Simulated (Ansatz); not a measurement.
Reaction (formal exchange of groups at the Si–O bond): `[OH][Sn][O][SiH3]` + `[CH3][AlH][O][SiH3]` → `[CH3][AlH][O][SiH2][SiH3]` + `[OH][Sn][OH]`

Isolated molecules relaxed with PBE0-D4/def2-TZVP in Ansatz; ΔE leaves out vibrations. CBS: MP2 limit from def2 TZ/QZ plus the TZ coupled-cluster correction, frozen cores. Functionals use def2-TZVPP. Elements past krypton have def2 core potentials. For Sn outer-core shells are correlated without core-valence functions, which leaves a few kJ/mol of doubt a bond. Each species was taken in one conformer, which may not be the lowest.

CCSD(T)/CBS gives +110.6 kJ/mol.

**Question.** Another level gave +112.4 kJ/mol. Which?
A. PBE0/def2-TZVPP
B. ωB97M-V/def2-TZVPP
C. r2SCAN-D4/def2-TZVPP
D. HF/def2-TZVPP

**Answer.** B. ωB97M-V 112.4, r2SCAN-D4 100.9, PBE0 93.4, HF/def2-TZVPP 141.5 kJ/mol.

Largest T1 diagnostic among the species: 0.018.

From PBE to PBE0 (25 % exact exchange), in def2-TZVPP and without D4, ΔE moves by +10.1 kJ/mol. In def2-TZVPP, CCSD(T) changes the Hartree–Fock value by −29.8 kJ/mol (the triples alone add −4.0 kJ/mol) and MP2 by −21.1 kJ/mol.
